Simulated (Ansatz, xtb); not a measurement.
Isomers of CH3OSn− in order of energy

3 gas-phase structures of CH3OSn−, found in a search over its isomers (lower ones may exist). Each was relaxed with GFN2-xTB; where two conformers were screened, the lower at r2SCAN-D4/def2-SVPD is listed:

A. `[CH2]=[Sn-][OH]`, a singlet
B. `[CH2]1[O][SnH-]1`, a singlet
C. `[CH3][Sn-]=[O]`, a singlet

**Question.** Which do you expect lowest at r2SCAN-D4/def2-SVPD, and how would the others follow?

**Answer.** Calculated order at r2SCAN-D4/def2-SVPD: A (0.0), C (2.5), B (39.1) kJ/mol. Less than 1 kcal/mol parts A and C, so the order within that pair means little.

Energies above the lowest of each column, in kJ/mol; the last columns are at B3LYP-D3(BJ)/def2-SVPD geometries (a dash: not run or not comparable):

| structure | GFN2-xTB | HF/STO-3G | r2SCAN-D4/def2-SVPD | B3LYP-D3(BJ)/def2-SVPD | CCSD(T)/def2-SVPD + ΔMP2/def2-TZVPPD |
| --- | --- | --- | --- | --- | --- |
| A | 93.1 | 129.7 | 0.0 | 1.8 | 1.8 |
| C | 6.3 | 101.3 | 2.5 | 0.0 | 0.0 |
| B | 0.0 | 0.0 | 39.1 | 49.0 | – |

CCSD(T)/def2-SVPD + ΔMP2/def2-TZVPPD puts C lowest of those it was run on, with A within 1 kcal/mol; GFN2-xTB picks B, HF/STO-3G picks B. CCSD(T)/def2-SVPD + ΔMP2/def2-TZVPPD orders those it was run on as C (0.0), A (1.8) kJ/mol. Less than 1 kcal/mol parts C and A, so the order within that pair means little. Flexible structures stand in one conformer each, not always the lowest. Frequencies (B3LYP-D3(BJ)/def2-SVPD) were run for A, C alone. Large T1 diagnostics make some coupled-cluster values less sure. Atoms past krypton carry core potentials in the def2 sets, without spin–orbit terms. ΔMP2 is the change of the MP2 energy from the smaller to the larger basis.

Programs: Ansatz 0.2.0, xtb 6.7.1.
